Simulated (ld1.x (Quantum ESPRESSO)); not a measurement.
# What the settings do to the TM potential of Cl

Base potential:

ld1.x (Quantum ESPRESSO) 7.5 input, shortened:

```
&input
   title='Cl', zed=17., rel=1, dft='PW91', iswitch=3,
   config='[Ne] 3s2 3p3.5 3d-2'
 /
 &inputp
   pseudotype=2, tm=.true., lloc=2,
   nlcc=.true., new_core_ps=.true.
 /
3
3S  1  0   2.00   0.00  1.10  1.10  0.0
3P  2  1   3.50   0.00  1.30  1.30  0.0
3D  3  2  -2.00   0.05  1.40  1.40  0.0
 &test
   configts(1)='3s2 3p3.5'
 /
```

All-electron outer shells of the reference configuration (PW91, scalar-relativistic, ld1.x):

```json
{"shell": "3s", "level (eV)": "-38.41", "outermost node (bohr)": "0.55", "outermost maximum (bohr)": "1.26"}
{"shell": "3p", "level (eV)": "-25.46", "outermost node (bohr)": "0.53", "outermost maximum (bohr)": "1.37"}
```

Cutoffs, loose and tight: the cutoffs (Ry, on a coarse ladder) from which the occupation-weighted sum of valence levels, in a spherical-Bessel basis at the reference potential, stays within 10 and 1 mRy of its value at 400 Ry. They do not see the model core or the augmentation charge, which bear on the density cutoff. Test errors are all-electron minus pseudo excitation energies from the reference, over the configurations 3s2 3p5; 3s2 3p4; 3s2 3p3; 3s2 3p1; 3s1 3p5; 3s1 3p6; 3s2 3p2. A dash means not determined; rows that change the core or the reference have their own tests.

A true bound ghost makes a file unfit for plane-wave use even where its test errors are small: the radial tests pick states by their node count and pass the ghost by.

Cutoffs are not given where the Bessel-basis levels miss the radial ones by over 6 mRy, ghosts where they miss by over 20 mRy; a channel whose overlap is not positive is not tested.

```tsv
change	outcome	cutoff, loose	cutoff, tight	bound ghosts	largest test error (meV)
base	generated	60 Ry	140 Ry	none	+184
wave 3s (bound): rc 1.10 bohr becomes 3s (bound): rc 0.98 bohr	generated	110 Ry	230 Ry	none	+208
wave 3s (bound): rc 1.10 bohr becomes 3s (bound): rc 1.14 bohr	generated	50 Ry	100 Ry	none	+177
wave 3s (bound): rc 1.10 bohr becomes 3s (bound): rc 1.24 bohr	generated	45 Ry	80 Ry	none	+171
wave 3s (bound): rc 1.10 bohr becomes 3s (bound): rc 1.42 bohr	generated	45 Ry	80 Ry	none	+181
wave 3s (bound): rc 1.10 bohr becomes 3s (bound): rc 1.66 bohr	generated	35 Ry	60 Ry	none	+244
```

(1) What comes out with this change to the base: wave 3s (bound): rc 1.10 bohr becomes 3s (bound): rc 0.74 bohr?

Results:

(1) outcome: generated; bound ghosts: s; largest test error (meV): +190.

Reading the sweep of the s radius (base included, trends over the rows without a ghost): The loose cutoff falls from 110 Ry at 0.98 to 35 Ry at 1.66 bohr. A larger radius leaves more room for a smooth pseudo-wave, so fewer plane waves are needed; a smaller one forces it to follow the all-electron wave where it bends sharply. The median size of the test errors (rows with all tests solved) stays near 12.5 meV. Bound ghosts are found at 0.74 bohr.
